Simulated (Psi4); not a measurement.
Approach curve of the dimer C2H3N ··· H3B (SMILES CC#N and B), singlet. Monomers: optimised at B3LYP-D3(BJ) (def2-TZVP), held rigid. Orientation: lowest of the rigid-body minima from ten starts at GFN2-xTB (searched outside a hard wall at short contacts). The monomers approach along the line of their centres of mass (distance R); nothing else relaxes. The shortest distances reach bonding range, where SAPT0 and rigid monomers are unreliable.

Levels: PBE/def2-TZVP, counterpoise-corrected (Psi4); PBE-D3(BJ)/def2-TZVP, counterpoise-corrected (Psi4); wB97X-D/def2-TZVP, counterpoise-corrected (Psi4).

Interaction energies in kJ/mol; the last columns give the difference from wB97X-D:

| R / Å | PBE/def2-TZVP | PBE-D3(BJ)/def2-TZVP | wB97X-D/def2-TZVP | PBE/def2-TZVP − wB97X-D/def2-TZVP | PBE-D3(BJ)/def2-TZVP − wB97X-D/def2-TZVP |
|---|---|---|---|---|---|
| 2.74 | -24.03 | -29.24 | 14.57 | -38.60 | -43.81 |
| 2.91 | -56.10 | -60.99 | -25.21 | -30.89 | -35.78 |
| 3.12 | -57.79 | -62.40 | -36.19 | -21.60 | -26.21 |
| 3.32 | -48.99 | -53.43 | -35.26 | -13.73 | -18.17 |
| 3.57 | -36.68 | -40.65 | -30.29 | -6.39 | -10.36 |
| 3.92 | -23.10 | -26.31 | -21.84 | -1.26 | -4.47 |
| 4.43 | -11.73 | -13.88 | -11.88 | 0.15 | -2.00 |
| 5.09 | -5.31 | -6.41 | -5.69 | 0.38 | -0.72 |
| 6.09 | -1.90 | -2.26 | -2.18 | 0.28 | -0.08 |
| 7.43 | -0.67 | -0.77 | -0.78 | 0.11 | 0.02 |

PBE/def2-TZVP is furthest from wB97X-D/def2-TZVP at 2.74 (-38.60 kJ/mol, below); its mean absolute difference over the points is 11.34 kJ/mol.

PBE-D3(BJ)/def2-TZVP is furthest from wB97X-D/def2-TZVP at 2.74 (-43.81 kJ/mol, below); its mean absolute difference over the points is 14.16 kJ/mol.
